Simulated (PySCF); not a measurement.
Molecule: 1-fluorobicyclo[2.2.1]heptane (F[C@]12CC[C@H](CC1)C2, C$_{7}$H$_{11}$F).

Bonds (- single, = double, # triple, : aromatic): F1-C2, C2-C3, C3-C4, C4-C5, C5-C6, C6-C7, C5-C8, C7-C2, C8-C2. C3 carries H9, H10; C4 carries H11, H12; C5 carries H13; C6 carries H14, H15; C7 carries H16, H17; C8 carries H18, H19. Stereochemistry as in F[C@]12CC[C@H](CC1)C2. H14, H17 are cis to C4 on the ring; H10, H12 are cis to C6 on the ring; H15, H16 are trans to C4 on the ring; H9, H11 are trans to C6 on the ring.

Geometry PBE0-D3(BJ)/def2-SVP throughout; GIAO in PySCF 2.14, gas phase, one conformer, non-relativistic; equivalent atoms averaged; functional PBE0.

**Question.** How do the shifts δ (against CFCl3, TMS at the same level) depend on the basis set? (a selection of nuclei; ppm; last column core-seconds on shared hosts with different chips, so compare them loosely)

**Answer.** 
| basis set | functions | F1 | C2 | C5 | C4/C6 | C3/C7 | H9/H16 | H18/H19 | H13 | H12/H14 | core-s |
| --- | --- | --- | --- | --- | --- | --- | --- | --- | --- | --- | --- |
| STO-3G | 51 | -131.8 | 75.2 | 38.2 | 33.0 | 32.3 | 1.29 | 1.16 | 1.02 | 0.97 | 6 |
| pcSseg-0 | 94 | -231.8 | 103.5 | 33.7 | 31.5 | 36.2 | 1.70 | 1.56 | 1.70 | 1.33 | 11 |
| 6-31G | 94 | -220.2 | 98.2 | 34.2 | 30.9 | 34.5 | 1.94 | 1.65 | 1.85 | 1.45 | 13 |
| 6-31G* | 134 | -199.4 | 95.2 | 32.8 | 29.6 | 32.8 | 1.79 | 1.53 | 1.87 | 1.41 | 19 |
| cc-pVDZ | 167 | -193.3 | 99.8 | 35.9 | 31.6 | 34.5 | 1.63 | 1.37 | 1.78 | 1.29 | 26 |
| def2-SVP | 167 | -185.5 | 97.9 | 33.0 | 29.2 | 32.7 | 1.59 | 1.27 | 1.70 | 1.15 | 24 |
| pcSseg-1 | 191 | -207.0 | 102.1 | 35.2 | 31.8 | 34.9 | 1.78 | 1.34 | 1.71 | 1.29 | 22 |
| 6-311+G(2d,p) | 282 | -204.3 | 102.1 | 35.9 | 31.3 | 34.0 | 1.73 | 1.54 | 1.86 | 1.37 | 62 |
| aug-cc-pVDZ | 283 | -193.0 | 99.2 | 36.1 | 30.9 | 33.3 | 1.77 | 1.58 | 1.92 | 1.45 | 65 |
| def2-TZVP | 314 | -199.3 | 103.9 | 36.5 | 32.2 | 34.6 | 1.72 | 1.52 | 1.90 | 1.40 | 77 |

**Question.** Which nucleus among those listed moves most, in ppm?

**Answer.** F1 (fluorine on an sp3 carbon): from -231.8 ppm with pcSseg-0 to -131.8 ppm with STO-3G. The smallest spread is 0.49 ppm, at H12/H14. Proton shifts span only some 12 ppm, so a few tenths of a ppm matter as much there as several ppm in carbon.

**Question.** Taking the largest basis, def2-TZVP (314 functions), as the yardstick, rank the others by their worst heavy-atom deviation.

**Answer.** 6-311+G(2d,p) 5.0 ppm (282 functions), cc-pVDZ 6.0 ppm (167 functions), aug-cc-pVDZ 6.3 ppm (283 functions), pcSseg-1 7.7 ppm (191 functions), 6-31G* 8.7 ppm (134 functions), def2-SVP 13.8 ppm (167 functions), 6-31G 20.9 ppm (94 functions), pcSseg-0 32.5 ppm (94 functions), STO-3G 67.5 ppm (51 functions).

A small basis that lands close on one nucleus may do so by chance; judge by the trend and by all nuclei.
